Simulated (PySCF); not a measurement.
GeHO, SMILES [OH+]=[Ge] (connectivity only; charge and spin as stated), charge +1, multiplicity 1.

Geometry optimised at ωB97X-D3(BJ)/def2-TZVP. The isomer is the one that the SMILES or the coordinates give; other isomers of the formula were not compared.

Level of theory: TDA-ωB97X/def2-TZVPD (PySCF 2.14.0).

Vertical excitations; the highest root listed may be one member of a degenerate set. The molecule is in vacuum. State labels are in the subgroup C2v.

Computed UV-visible absorptions:
| state | symmetry | energy (eV) | λ (nm) | f | main pairs |
|---|---|---|---|---|---|
| S1 | A2 | 6.56 | 189 | 0.000 | HOMO−1→LUMO+1 49 %, HOMO→LUMO 49 % |
| S2 | A2 | 6.76 | 183 | 0.000 | HOMO→LUMO, HOMO−1→LUMO+1 (degenerate set) |
| S3 | A1 | 6.76 | 183 | 0.000 | HOMO−1→LUMO, HOMO→LUMO+1 (degenerate set) |
| S4 | B1 | 8.03 | 154 | 0.266 | HOMO−2→LUMO (degenerate set) |
| S5 | B2 | 8.03 | 154 | 0.266 | HOMO−2→LUMO+1 (degenerate set) |
| S6 | A1 | 9.06 | 137 | 0.097 | HOMO→LUMO+1 40 %, HOMO−1→LUMO 40 %, HOMO−2→LUMO+2 14 % |
| S7 | B1 | 10.11 | 123 | 0.079 | HOMO−1→LUMO+2 (degenerate set) |
| S8 | B2 | 10.11 | 123 | 0.079 | HOMO→LUMO+2 (degenerate set) |
| S9 | A1 | 11.61 | 107 | 1.434 | HOMO−2→LUMO+2 76 % |
| S10 | B1 | 12.66 | 98 | 0.000 | HOMO−1→LUMO+4 80 % |
| T1 | B1 | 5.71 | 217 | 0 | HOMO−2→LUMO (degenerate set) |
| T2 | B2 | 5.71 | 217 | 0 | HOMO−2→LUMO+1 (degenerate set) |
| T3 | A1 | 6.08 | 204 | 0 | HOMO→LUMO+1 49 %, HOMO−1→LUMO 49 % |
| T4 | A1 | 6.30 | 197 | 0 | HOMO−1→LUMO 49 %, HOMO→LUMO+1 49 % |
Triplets are in the Tamm–Dancoff approximation.
